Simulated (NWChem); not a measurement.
BCl

Program: NWChem. The level has its own optimisation; frequencies are unscaled.

**Question.** Estimate the computed values for BP86/def2-TZVP. Quantities: r B–Cl (Å); highest harmonic frequency (cm⁻¹); zero-point energy (kcal/mol); dipole (D).

**Answer.** 
| Item | Value |
|---|---|
| r B–Cl (Å) | 1.736 |
| highest harmonic frequency (cm⁻¹) | 801 |
| zero-point energy (kcal/mol) | 1.1 |
| dipole (D) | 1.61 |
